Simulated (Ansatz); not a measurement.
System: C5H6S, net charge 0, singlet state. 
Geometry from a B3LYP-D3(BJ)/def2-TZVP (Ansatz, a quantum-chemistry and plane-wave program) optimisation:
SMILES: Cc1cccs1
```xyz
12

C     -2.2699    -0.0970    -0.0421
C     -0.7851    -0.1672     0.1103
C     -0.0546    -0.9890     0.9212
C      1.3509    -0.7886     0.8161
C      1.6750     0.1876    -0.0773
S      0.2663     0.8686    -0.7962
H     -2.6587     0.8896     0.2198
H     -2.7418    -0.8285     0.6140
H     -2.5835    -0.3123    -1.0661
H     -0.5118    -1.7181     1.5759
H      2.0842    -1.3465     1.3804
H      2.6534     0.5441    -0.3533
```
Charge 0, spin multiplicity 1.

Dipole moments at this geometry, in debye (magnitudes).

| level | program | dipole (D) |
|---|---|---|
| SVWN5/def2-TZVPD | Ansatz | 0.71 |
| PBE/def2-TZVPD | Ansatz | 0.69 |
| revPBE/def2-TZVPD | Ansatz | 0.69 |
| r2SCAN/def2-TZVPD | Ansatz | 0.73 |
| B97M-V/def2-TZVPD | Ansatz | 0.71 |
| PBE0/def2-TZVPD | Ansatz | 0.72 |
| BHLYP/def2-TZVPD | Ansatz | 0.74 |
| LC-wPBE/def2-TZVPD | Ansatz | 0.73 |
| wB97M-V/def2-TZVPD | Ansatz | 0.67 |
| CCSD(T)/aug-cc-pV(D+d)Z | Ansatz | … |

Task: What belongs in the gaps?

Result: 
- CCSD(T)/aug-cc-pV(D+d)Z, dipole (D): 0.68
